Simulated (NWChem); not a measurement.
System: CH3BaFN2

The following NWChem deck was run.

```
start job
memory heap 200 mb stack 700 mb global 900 mb
geometry units angstroms noautoz
  Ba     0.079340     0.683212     0.000000
  F     -1.554318     2.230399     0.000000
  C     -0.245989    -2.329088     0.000000
  N     -0.144256    -1.694788    -1.157091
  N     -0.144256    -1.694788     1.157091
  H     -0.429654    -3.426121     0.000000
  H     -0.274849    -2.321629    -1.944144
  H     -0.274849    -2.321629     1.944144
end
basis spherical
  Ba library def2-svp
  F library def2-svp
  C library def2-svp
  N library def2-svp
  H library def2-svp
end
ecp
  Ba library def2-ecp
end
dft
  xc pbe0
  iterations 150
end
tddft
  cis
  nroots 6
  notriplet
end
task tddft energy
```

The geometry was optimised at PBE0/def2-SVP. def2 effective core potentials on Ba; no spin-orbit coupling.

Vertical excitations in the gas phase.

Predict the main results of this run. (PBE0/def2-SVP with def2 effective core potentials on Ba, TDA.) Quantities: lowest excitation, singlet (eV); oscillator strength of that lowest state; lowest state with f > 0.02, singlet (eV); oscillator strength of that bright state; orbital gap (eV).


```
Property                                  Value
----------------------------------------  -----
lowest excitation, singlet (eV)            3.73
oscillator strength of that lowest state  0.002
lowest state with f > 0.02, singlet (eV)   5.03
oscillator strength of that bright state  0.061
orbital gap (eV)                           4.67
```
